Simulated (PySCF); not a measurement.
Compound: CH5N3Si.
Bonds: N1–C2 (triple), C2–Si3, Si3–N4, Si3–N5. Hydrogens: H6 on Si3; H7, H8 on N4; H9, H10 on N5.

Computed with PBE0-D3(BJ)/def2-SVP geometry optimisation, gas phase in PySCF.

Question: Give the optimised bond lengths and angles.

Answer: 
```tsv
bond	length (Å)
N1≡C2	1.160
C2–Si3	1.880
Si3–N4, Si3–N5	1.710
Si3–H6	1.491
N4–H7 and 3 like bonds	1.013
```

Bonds in one row agree within 0.01 Å and their mean is given. A selection of angles:
```tsv
angle	degrees
N1–C2–Si3	178.9
C2–Si3–N4	102.0
C2–Si3–N5	115.3
C2–Si3–H6	104.6
N4–Si3–N5	109.7
N4–Si3–H6	120.0
N5–Si3–H6	105.5
Si3–N4–H7	120.9
H7–N4–H8	112.4
```

N4 (silicon-bound nitrogen) has angles 121.0°, 120.9° and 112.4°, sum 354.3°, 0.16 Å off the plane of its three neighbours. Si3 (SiH silicon) is distorted tetrahedral (angles from 102.0° to 120.0°).

Point group: C1 (no symmetry element, even within 0.4 Å). PBE0-D3(BJ)/def2-SVP frequencies: not computed here. One conformer, not necessarily the lowest (C2–Si3–N4–H -28° and -179°, C2–Si3–N5–H -62° and 88°).
